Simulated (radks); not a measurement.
The numbers below are computed, except where a source is named.
Initial-state core-level shifts of neutral promethium when its valence configuration changes from [Xe] 4f5 6s2. Level of theory: Dirac Kohn-Sham, PBE, spin-unpolarised, spherical densities, finite nucleus; open shells fill j = l - 1/2 first; Fermi nuclear charge, rms radius 4.962 fm (a radial shooting solver on a logarithmic mesh with Libxc functionals). Shifts are changes of the shell-averaged eigenvalues in eV (positive: less bound); the change of the density at the nucleus, which sets a Mossbauer isomer shift, is in e/bohr^3, on a base of 4.927e+05.

| valence | 2p | 4d | 5s | 5p | density at nucleus |
|---|---|---|---|---|---|
| 4f4 5d1 6s2 | -6.479 | -6.529 | -3.294 | -2.636 | +28.74 |
| 4f4 6s2 6p1 | -9.630 | -9.649 | -6.367 | -5.527 | +40.61 |
| 4f5 5d1 6s1 | +1.096 | +1.102 | +1.225 | +1.143 | -21.35 |
| 4f3.5 5d1 6s2 6p0.5 | -11.811 | -11.796 | -6.526 | -5.420 | +51.27 |
| 4f4 5d2 6s1 | -4.855 | -4.912 | -1.673 | -1.133 | +2.83 |
| 4f2.5 5d2 6s2 6p0.5 | -20.112 | -19.805 | -9.941 | -8.083 | +87.98 |
| 4f7 | +2.319 | +2.531 | +0.597 | +0.047 | -52.97 |
